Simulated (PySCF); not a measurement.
## [Sm(H2O)3]3+: from a saddle point downhill

PySCF 2.14.0, RKS PBE0, Sm lcecp-1-SVP with ECP51, O def2-SVP, H def2-SVP; non-relativistic Hamiltonian with scalar-relativistic core potentials where named; density fitting; no spin-orbit coupling. Relaxed within the symmetry of its start, the geometry (D3h) is

```xyz
10

Sm    0.0000    0.0000    0.0000
O     2.3210    0.0000    0.0000
H     2.9381    0.0000    0.7704
H     2.9381    0.0000   -0.7704
O    -1.1605    2.0101    0.0000
H    -1.4690    2.5445    0.7704
H    -1.4690    2.5445   -0.7704
O    -1.1605   -2.0101    0.0000
H    -1.4691   -2.5445    0.7704
H    -1.4691   -2.5445   -0.7704
```

and its lowest harmonic modes are -198, -180, -180, -50, 51, 51 cm⁻¹ (negative: unstable). It was moved along the lowest mode and relaxed again, within the group D3 that the move left.

Problem. Where does it end, and how much lower?

Solution. In D3, 0.137 eV lower, after 26 steps:
```xyz
10

Sm    0.0000    0.0000    0.0000
O     2.3065    0.0000    0.0000
H     2.9229   -0.7636    0.1104
H     2.9229    0.7636   -0.1104
O    -1.1532    1.9975    0.0000
H    -0.8002    2.9131    0.1104
H    -2.1227    2.1495   -0.1104
O    -1.1533   -1.9974    0.0000
H    -2.1227   -2.1495    0.1104
H    -0.8002   -2.9131   -0.1104
```

Problem. How do the contacts change?

Solution. 
```json
{"contact": "Sm1–O2 (H2O)", "saddle (Å)": "2.321", "end (Å)": "2.306"}
{"contact": "Sm1–O5 (H2O)", "saddle (Å)": "2.321", "end (Å)": "2.306"}
{"contact": "Sm1–O8 (H2O)", "saddle (Å)": "2.321", "end (Å)": "2.306"}
```


Problem. Is the end a minimum?

Solution. Yes, as far as the noise of the softest modes lets one tell (those above −25 cm⁻¹ count as noise); lowest modes -14, 74, 76, 76, 111, 111 cm⁻¹.

An lcecp potential fixes the number of 4f electrons, so in runs with it no electron can move into or out of that shell.

State: singlet in the valence, with the 4f electrons in the core potential.
